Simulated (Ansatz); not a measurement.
Geometry optimisation, RKS B3LYP-D4/def2-SVP (Ansatz).

input.yaml

```yaml
crystal:
  periodic: [false, false, false]
  atoms:
    - { symbol: In, position_ang: [-0.695867, -0.204697, -0.060965] }
    - { symbol: Br, position_ang: [2.688716, -1.358434, 1.534836] }
    - { symbol: "N", position_ang: [-0.762427, -2.09914, 0.321266] }
    - { symbol: H, position_ang: [1.388984, -1.96444, 1.133694] }
    - { symbol: C, position_ang: [-0.365674, 1.736665, -0.916986] }
    - { symbol: H, position_ang: [-1.316562, -2.288012, 1.173063] }
    - { symbol: H, position_ang: [0.389167, 2.267435, -0.321106] }
    - { symbol: H, position_ang: [-1.312996, 2.295476, -0.913255] }
    - { symbol: H, position_ang: [-0.013341, 1.615247, -1.950549] }
basis:
  gaussian: { orbitals: def2-SVP }
hamiltonian:
  xc: b3lyp
  dispersion: d4
relax:
  f_tol: 0.03
  max_steps: 50
```

Run as:

```bash
$ ansatz run input.yaml --threads 2 --pin off --max-ram 3072MiB --backend cpu --events-out ev --progress --plain --runs-dir out
```

Problem. Where does it end, and by what steps?

Solution. The run converged. After 16 steps the energy has fallen by 3.268 eV; H4 moved furthest, 1.55 Å. Parted: Br2–H4. Joined: In1–Br2, N3–H4.

```json
{"step": "0", "energy less start (eV)": "0.0000", "largest force component (eV/Å)": "0.605", "accepted": "yes"}
{"step": "1", "energy less start (eV)": "-0.1371", "largest force component (eV/Å)": "0.712", "accepted": "yes"}
{"step": "2", "energy less start (eV)": "-0.2630", "largest force component (eV/Å)": "1.419", "accepted": "yes"}
{"step": "3", "energy less start (eV)": "-0.4495", "largest force component (eV/Å)": "2.072", "accepted": "yes"}
{"step": "4", "energy less start (eV)": "-1.0128", "largest force component (eV/Å)": "2.228", "accepted": "yes"}
{"step": "5", "energy less start (eV)": "-1.8440", "largest force component (eV/Å)": "1.498", "accepted": "yes"}
{"step": "6", "energy less start (eV)": "-2.4726", "largest force component (eV/Å)": "1.353", "accepted": "yes"}
{"step": "7", "energy less start (eV)": "-2.8488", "largest force component (eV/Å)": "0.973", "accepted": "yes"}
{"step": "8", "energy less start (eV)": "-3.0315", "largest force component (eV/Å)": "1.903", "accepted": "yes"}
{"step": "9", "energy less start (eV)": "-3.1766", "largest force component (eV/Å)": "0.790", "accepted": "yes"}
{"step": "10", "energy less start (eV)": "-3.2201", "largest force component (eV/Å)": "0.817", "accepted": "yes"}
{"step": "11", "energy less start (eV)": "-3.2582", "largest force component (eV/Å)": "0.305", "accepted": "yes"}
{"step": "12", "energy less start (eV)": "-3.2406", "largest force component (eV/Å)": "0.310", "accepted": "no"}
{"step": "13", "energy less start (eV)": "-3.2642", "largest force component (eV/Å)": "0.168", "accepted": "yes"}
{"step": "14", "energy less start (eV)": "-3.2673", "largest force component (eV/Å)": "0.124", "accepted": "yes"}
{"step": "15", "energy less start (eV)": "-3.2679", "largest force component (eV/Å)": "0.039", "accepted": "yes"}
{"step": "16", "energy less start (eV)": "-3.2680", "largest force component (eV/Å)": "0.024", "accepted": "yes"}
```

```xyz
9
Properties=species:S:1:pos:R:3
In 0.443 -0.206 0.219
Br 2.893 -0.364 0.841
N -0.479 -1.966 0.636
H -0.016 -2.609 1.275
C -0.259 1.564 -0.802
H -1.486 -2.005 0.769
H 0.238 2.441 -0.363
H -1.350 1.659 -0.710
H 0.017 1.485 -1.864
```

Run time: 65 s on 2 threads of Intel(R) Xeon(R) Platinum 8488C (Sapphire Rapids), on a shared host, peak memory 0.3 GiB.
